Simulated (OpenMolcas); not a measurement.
Levels of O⁴⁺ by method

| Quantity | Value |
| --- | --- |
| Program | OpenMolcas |
| Basis | ANO-R2 [4s4p2d1f] |
| Scalar Hamiltonian | X2C, finite nucleus |
| Active space | 2 electrons in 4 orbitals (2s 2p) |
| State averaging | 2S+1 = 3 even, 3 roots; 2S+1 = 1 even, 7 roots; 2S+1 = 3 odd, 3 roots; 2S+1 = 1 odd, 3 roots |
| Spin-orbit coupling | state interaction with AMFI integrals over the reference wave functions, term energies averaged over their components |

Methods on the same reference wave functions:
A. CASSCF
B. SS-CASPT2, IPEA 0.25 Eh, imaginary shift 0.1 Eh (closed shells correlated: 1s)
C. MS-CASPT2, IPEA 0.25 Eh, imaginary shift 0.1 Eh (closed shells correlated: 1s)

Energies in eV above 2s2 1S0, the measured ground level; measured values from Moore, Selected Tables of Atomic Spectra, NSRDS-NBS 3, section 9.

```tsv
Level	A	B	C	Measured
2s2 1S0	0.0000	0.0000	0.0000	0.0000
2s 2p 3P* 0	10.2658	10.201	10.203	10.1596
2s 2p 3P* 1	10.2839	10.219	10.221	10.1764
2s 2p 3P* 2	10.3201	10.256	10.258	10.2145
2s 2p 1P* 1	21.1807	20.003	20.005	19.6884
2p2 3P0	26.7689	26.567	26.569	26.4660
2p2 3P1	26.7870	26.585	26.587	26.4853
2p2 3P2	26.8226	26.620	26.622	26.5186
2p2 1D2	30.0813	28.983	28.985	28.7298
2p2 1S0	37.5010	36.029	36.033	35.6963
```

Deviations, from unrounded energies. A percentage is the sum of absolute deviations over the sum of measured energies, with the sign that they share, or ± where signs differ.

```tsv
Against measurement	Levels	A	B	C
mean absolute deviation (cm-1)	9	5300	1200	1200
other configurations (%)	9	+3.0	+0.7	+0.7
```

B, C lie about equally close to measurement and A furthest from it. The largest miss of B in the table is 2p2 1S0, by +2700 cm-1. The ranking rests on the paired levels alone, and a cruder setting can come out closer through cancelling errors.

Between B and C the level of the table that moves most is 2p2 1S0, by 32 cm-1 (lowest in B, highest in C).

The lowest spin-free term lies below A's lowest term by 0.013 hartree in B, 0.013 hartree in C.

Computed and measured levels are paired by configuration, term and J; levels that our copy of the source lacks, or whose pairing is in doubt (as where it misses far off the trend of its configuration), stay unpaired and out of the deviations. Only configurations of the active space appear.

* marks odd parity.
